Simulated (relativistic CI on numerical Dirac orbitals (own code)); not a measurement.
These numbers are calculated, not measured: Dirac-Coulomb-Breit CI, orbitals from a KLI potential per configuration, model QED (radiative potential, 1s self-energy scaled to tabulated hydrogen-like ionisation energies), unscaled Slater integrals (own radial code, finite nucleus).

The strongest absorption lines from the ground level of an ion, among the configurations computed and to levels below about 913 eV (vacuum wavelength in Å, gf): 20.486 (0.16), 22.846 (0.5), 56.067 (3.1), 73.630 (1.1), 91.963 (0.0032).

Question: Which ion is it?
A. Eu27+
B. Dy30+
C. Tm33+
D. Tm31+

Answer: C. Tm33+ has 36 electrons and the ground level 4s2 4p6 1S_0; the strongest line goes to 4s2 4p5 4d 1P°_1. The pattern of lines fixes the number of electrons, and along that sequence the line energies rise steadily with the charge (about as its square where n changes within one kind of shell, about linearly where n is kept but much faster in heavy ions where fine structure, which grows about as Z⁴, sets the gap, and irregularly where shells cross), which fixes Z. Configurations outside the model, such as inner-shell arrays, can give stronger lines. At this charge energies of transitions that change n are usually good to better than 1 %, and those within a shell (Δn = 0) to a few per cent.

LS names give the leading component of a level, which can be under half, so a name can repeat, a term be missing and a line seem to break the LS rules.
